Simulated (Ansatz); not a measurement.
BHN (SMILES B=[N]), charge 0, multiplicity 2, relaxed at each level with Ansatz (an electronic-structure program); harmonic frequencies from differences of analytic forces, average atomic masses, frozen cores. Open shells are unrestricted.

```tsv
level	harmonic frequencies (cm⁻¹)	ZPE (eV)	cost over HF/def2-TZVPP (rough)
HF/def2-TZVPP	771 792 1690 2958	0.385	×1
r2SCAN/def2-TZVPP	622 710 1589 2851	0.358	×2
PBE0/def2-TZVPP	651 720 1617 2857	0.362	×2
wB97X-V/def2-TZVPP	679 736 1630 2866	0.366	×4
MP2/cc-pVTZ	656 801 1882 2936	0.389	×2
CCSD(T)/cc-pVTZ	631 679 1582 2857	0.356	×30
```
